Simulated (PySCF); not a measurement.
# NMR data sheet: C₃H₈Cl₂O₂Si

- Formula: C3H8Cl2O2Si
- SMILES: CO[SiH2]OCC(Cl)Cl
- InChI: InChI=1S/C3H8Cl2O2Si/c1-6-8-7-2-3(4)5/h3H,2,8H2,1H3
- Point group of the computed structure: C1
- Degrees of unsaturation: 0
- Carbon signals: 3
- Proton signals: 4

Molfile (atoms numbered from 1):
```
C3H8Cl2O2Si
     RDKit          3D

 16 15  0  0  0  0  0  0  0  0999 V2000
    2.6263    0.4056   -0.9363 C   0  0  0  0  0  0  0  0  0  0  0  0
    1.4343   -0.1250   -0.4402 O   0  0  0  0  0  0  0  0  0  0  0  0
    0.8497   -0.0791    1.0702 Si  0  0  0  0  0  4  0  0  0  0  0  0
   -0.5659   -0.8766    1.0127 O   0  0  0  0  0  0  0  0  0  0  0  0
   -1.5021   -0.9201   -0.0071 C   0  0  0  0  0  0  0  0  0  0  0  0
   -2.4763    0.2497    0.0925 C   0  0  0  0  0  0  0  0  0  0  0  0
   -1.6874    1.7591   -0.3858 Cl  0  0  0  0  0  0  0  0  0  0  0  0
   -3.8800   -0.0403   -0.9500 Cl  0  0  0  0  0  0  0  0  0  0  0  0
    2.6439    1.4917   -0.8237 H   0  0  0  0  0  0  0  0  0  0  0  0
    2.6924    0.1510   -1.9949 H   0  0  0  0  0  0  0  0  0  0  0  0
    3.4859   -0.0140   -0.4089 H   0  0  0  0  0  0  0  0  0  0  0  0
    1.5921   -0.9091    2.0068 H   0  0  0  0  0  0  0  0  0  0  0  0
    0.6989    1.3039    1.5207 H   0  0  0  0  0  0  0  0  0  0  0  0
   -2.0700   -1.8517    0.1044 H   0  0  0  0  0  0  0  0  0  0  0  0
   -1.0157   -0.9119   -0.9883 H   0  0  0  0  0  0  0  0  0  0  0  0
   -2.8336    0.3757    1.1166 H   0  0  0  0  0  0  0  0  0  0  0  0
  1  2  1  0
  2  3  1  0
  3  4  1  0
  4  5  1  0
  5  6  1  0
  6  7  1  0
  6  8  1  0
  1  9  1  0
  1 10  1  0
  1 11  1  0
  3 12  1  0
  3 13  1  0
  5 14  1  0
  5 15  1  0
  6 16  1  0
M  END
```

All values are calculated (PySCF 2.14): geometry: GFN2-xTB, shielding tensors at PBE0/pcSseg-1 (GIAO). Gas phase, one averaged value for each set of equivalent atoms, non-relativistic Hamiltonian, single conformer.

Scale: 1H, 13C, 29Si against TMS; H2O for 17O (reference shieldings calculated alike).

| carbon | δC, type | δH (multiplicity) | HMBC from (2–3 bonds) | span of the C tensor (ppm) |
| --- | --- | --- | --- | --- |
| C1 | 51.2, CH3 | 3.87 (s) | H12/H13 | 77 |
| C5 | 73.9, CH2 | 4.33 (d) | H16, H12/H13 | 58 |
| C6 | 85.7, CH | 5.75 (t) | H14/H15 | 59 |

Other nuclei:
```csv
atoms,nucleus,environment,δ (ppm),σ (ppm)
H12/H13,1H,hydrogen on a silicon bonded to 2 O,4.97,26.75
Si3,29Si,"silicon bonded to 2 O, 2 H",-32.7,381.8
O4,17O,"oxygen bonded to C, Si",48.4,287.6
O2,17O,"oxygen bonded to C, Si",8.4,327.7
```

Carbon types of the structure: 1 × CH, 1 × CH2, 1 × CH3, leaving 2 H on heteroatoms. δC 85.7: sp3 CH bonded to 2 Cl; 2 electronegative neighbours deshield it. δC 73.9: sp3 CH2 bonded to O; deshielded by the electronegative neighbour. δC 51.2: methyl carbon bonded to O; the inductive effect lowers its shielding. δH 5.75: hydrogen on an sp3 CH bonded to 2 Cl; its carbon carries Cl, hence the downfield position. δH 4.33: hydrogen on an sp3 CH2 bonded to O; its carbon carries O, hence the downfield position.

Carbons that carry Cl, above all several Cl atoms, come out too deshielded, partly because spin–orbit coupling is missing. Shifts are as computed. Against solution values, carbons near 30 ppm lie about +3 ppm off and those near 130 ppm about +5 ppm; carbons on Cl a further +6 ppm. Of 1211 compounds with measured shifts, 218 miss one by over three times the rms of a fit or turn the order of signals round; such compounds aren't used in these exercises. Experimental scales use liquid or dissolved standards, which lie at an offset from isolated H2O (liquid H2O: subtract about 36 ppm). Multiplicities follow the n + 1 count of equivalent neighbours, as no J values were calculated; m marks all less simple cases, F and P coupling included.
